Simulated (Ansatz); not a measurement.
`O[SiH](F)[SiH2]Br` + `C[SiH2]Br` → `C[SiH2][SiH](O)F` + `Br[SiH2]Br`  (redistribution)

Program: Ansatz. Geometries: PBE0-D4/def2-TZVP. ΔE: electronic, gas phase. CBS: MP2 limit from def2 TZ/QZ plus the TZ coupled-cluster correction, frozen cores. DFT in def2-TZVPP. B3LYP here is the variant with VWN-RPA as its local correlation; programs differ in this. For Br outer-core shells are correlated without core-valence functions, which leaves a few kJ/mol of doubt a bond. Scalar relativity is left out up to krypton. One conformer a species, not always the lowest.

Q: Is it downhill or uphill in electronic energy at CCSD(T)/CBS, and by how much? (An estimate is asked.)

A: Ansatz gave: Uphill: ΔE = +10.9 kJ/mol.

Q: What do these levels give: PBE-D4, r2SCANh-D4, CAM-B3LYP-D4, ωB97M-V, B2PLYP, r2SCAN, B3LYP, CAM-B3LYP, RPA@PBE/def2-TZVPP, MP2/def2-TZVPP, MP2/def2-QZVPP, HF/CBS(def2)? (An estimate is asked.)

A: Computed: PBE-D4 10.5, r2SCANh-D4 11.8, CAM-B3LYP-D4 10.8, ωB97M-V 11.6, B2PLYP 10.0, r2SCAN 11.7, B3LYP 9.5, CAM-B3LYP 10.1, RPA@PBE/def2-TZVPP 9.4, MP2/def2-TZVPP 10.1, MP2/def2-QZVPP 10.4, HF/CBS(def2) 11.8 kJ/mol.

Q: What do rigid-rotor, harmonic-oscillator terms from PBE0-D4/def2-TZVP frequencies (298.15 K, 1 bar) make of the CCSD(T)/CBS value? (Estimate.)

A: Ansatz gave: ΔZPE = -0.8 kJ/mol, ΔH = +10.5 kJ/mol, ΔS = 0 J/(mol·K), ΔG = +10.6 kJ/mol. Modes under 50 cm⁻¹ make the entropy rough.

Largest T1 diagnostic among the species: 0.012.

Leaving LDA and LC-ωPBE aside and taking each functional with its dispersion term where it has one, the values, not all of them listed here, spread over 2.0 kJ/mol, from B2PLYP to BHLYP-D4.
